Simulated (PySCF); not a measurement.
A GIAO shielding run with PySCF 2.14.0 with density-fitted response routines (density fitting, non-relativistic, gas phase) on SMILES C[C@@H](CC(F)F)N[SiH2][SiH3], C4H13F2NSi2:

```
$ OMP_NUM_THREADS=1 python probes_run.py task.json out

{"job": {"kind": "nmr", "xc": "PBE0", "basis": "pcSseg-1"}, "charge": 0, "multiplicity": 1}
C     -0.920711    -2.229001    -0.015974
C     -0.799196    -0.750003    -0.380390
C     -2.066351     0.013987     0.035521
C     -1.995821     1.452300    -0.440523
F     -2.117565     1.522640    -1.789632
F     -3.022700     2.183893     0.063634
N      0.359323    -0.139368     0.223176
Si     1.854110     0.080811    -0.604173
Si     3.264768     1.157540     0.857600
H     -0.009704    -2.749661    -0.299603
H     -1.067106    -2.342695     1.056624
H     -1.759983    -2.685626    -0.532789
H     -0.680379    -0.658749    -1.463988
H     -2.952532    -0.455157    -0.394045
H     -2.162446     0.022581     1.122861
H     -1.054485     1.949452    -0.163168
H      0.359309    -0.258858     1.225432
H      1.482409     0.840699    -1.806113
H      2.409807    -1.190933    -1.116463
H      3.878439     2.333022     0.238144
H      4.371361     0.299675     1.290291
H      2.619042     1.622838     2.091159
```

Hardware: 1 thread of an Arm Neoverse N1, shared host. The job also computes population analyses, field gradients.

Question: How large is the calculation?

Answer: 90 electrons, 232 basis functions and 1246 auxiliary functions.

Question: How long does it take, and how much memory does it need?

Answer: 98 s of wall time, with 13 SCF cycles and 4 response iterations; peak memory 1 GiB. Times on a shared host scatter by some tens of per cent.
